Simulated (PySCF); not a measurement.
H2I2O2Si, SMILES O[Si](O)(I)I. Atoms are numbered in the order given.

```xyz
7

O     -0.0958     1.3946    -1.8212
Si     0.0000     0.0000    -0.9162
O      0.0958    -1.3946    -1.8212
I     -2.0457     0.0016     0.4380
I      2.0457    -0.0016     0.4380
H      0.7486     1.6613    -2.2314
H     -0.7486    -1.6613    -2.2314
```
Charge 0, spin multiplicity 1.

The structure is a stationary point at PBE-D3(BJ)/def2-SVP. The structure was generated by enumeration, and PubChem lists no compound with its InChIKey, so it may never have been made. The def2 effective core potentials stand for the cores of I; spin–orbit coupling is left out. One conformer was computed; it need not be the lowest.

Calculation: TDA-B3LYP/def2-SVPD (PySCF 2.14.0).

Vertical excitations.  State labels are in the subgroup C2.

Computed excitation energies, oscillator strengths and character:
```
state  symmetry  energy (eV)  λ (nm)      f                            main pairs
-----  --------  -----------  ------  -----  ------------------------------------
S1            B         4.84     256  0.045                        HOMO→LUMO 98 %
S2            A         4.91     252  0.000                      HOMO−1→LUMO 99 %
S3            B         5.10     243  0.006                      HOMO−2→LUMO 99 %
S4            A         5.40     230  0.007                      HOMO−3→LUMO 98 %
S5            B         6.17     201  0.002                      HOMO→LUMO+1 94 %
S6            A         6.25     198  0.000                    HOMO−1→LUMO+1 97 %
S7            B         6.41     193  0.039                    HOMO−2→LUMO+1 94 %
S8            A         6.50     191  0.003                      HOMO→LUMO+2 96 %
S9            B         6.65     187  0.007                    HOMO−1→LUMO+2 91 %
S10           A         6.71     185  0.036  HOMO→LUMO+3 78 %, HOMO−3→LUMO+1 13 %
T1            B         4.37     283      0                        HOMO→LUMO 97 %
T2            A         4.53     273      0                      HOMO−1→LUMO 96 %
T3            B         4.70     264      0                      HOMO−2→LUMO 95 %
T4            A         4.98     249      0                      HOMO−3→LUMO 94 %
```
Triplets are in the Tamm–Dancoff approximation.
